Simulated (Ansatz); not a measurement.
Reaction (formal exchange of groups at the In–O bond): `[SiH3][O][In]([SH])[Br]` + `FC(Br)I` → `[SH][In]([Br])[Br]` + `FC(I)O[SiH3]`

Computed with Ansatz on PBE0-D4/def2-TZVP structures; ΔE is electronic, products minus reactants. CBS: MP2 limit from def2 TZ/QZ plus the TZ coupled-cluster correction, frozen cores. Functionals use def2-TZVPP. def2 core potentials past Kr. For Br, I, In outer-core shells are correlated without core-valence functions, which leaves a few kJ/mol of doubt a bond. Scalar relativity is left out up to krypton. Each species was taken in one conformer, which may not be the lowest.

`[SiH3][O][In]([SH])[Br]`:

Cartesian coordinates in Å:
```
Si -0.789 -1.548 -0.549
O -0.444 0.040 -0.365
In 0.878 1.075 0.657
S 0.838 3.417 0.458
Br 2.436 -0.204 2.041
H 0.344 -2.278 -1.183
H -1.079 -2.197 0.761
H -1.987 -1.669 -1.421
H -0.199 3.362 -0.399
```

`FC(Br)I`:

Z-matrix (Å, degrees):
```
C
F 1 1.340
I 1 2.140 2 109.8
Br 1 1.926 2 109.7 3 124.3
H 1 1.087 2 110.0 3 -117.7
```

`[SH][In]([Br])[Br]`:

Cartesian coordinates in Å:
```
S 1.784 -0.597 0.415
In -0.418 0.229 0.226
Br -1.562 1.216 2.146
Br -1.615 0.116 -1.909
H 1.810 -0.965 -0.878
```

`FC(I)O[SiH3]`:

Cartesian coordinates in Å:
```
F 0.231 -1.031 -1.541
C 0.937 -0.861 -0.394
I 2.523 0.600 -0.827
O 0.149 -0.485 0.616
Si -1.076 0.661 0.567
H 1.468 -1.782 -0.160
H -0.592 1.887 -0.107
H -1.388 0.905 1.990
H -2.251 0.106 -0.143
```

(1) Is it downhill or uphill in electronic energy at CCSD(T)/CBS, and by how much? (An estimate is asked.)

(2) What do these levels give: B2PLYP, PBE, HF/def2-TZVPP, SCS-MP2/def2-TZVPP, MP2/CBS(def2), CCSD/CBS(def2)? (Best estimate.)

Largest T1 diagnostic among the species: 0.013.

## Answers

(1) The calculation gave: Downhill: ΔE = -105.7 kJ/mol.

(2) Computed: B2PLYP -111.5, PBE -113.5, HF/def2-TZVPP -137.5, SCS-MP2/def2-TZVPP -102.2, MP2/CBS(def2) -102.5, CCSD/CBS(def2) -108.9 kJ/mol.

In def2-TZVPP, CCSD(T) changes the Hartree–Fock value by +30.2 kJ/mol (the triples alone add +3.2 kJ/mol) and MP2 by +33.4 kJ/mol. From PBE to PBE0 (25 % exact exchange), in def2-TZVPP and without D4, ΔE moves by −8.8 kJ/mol.
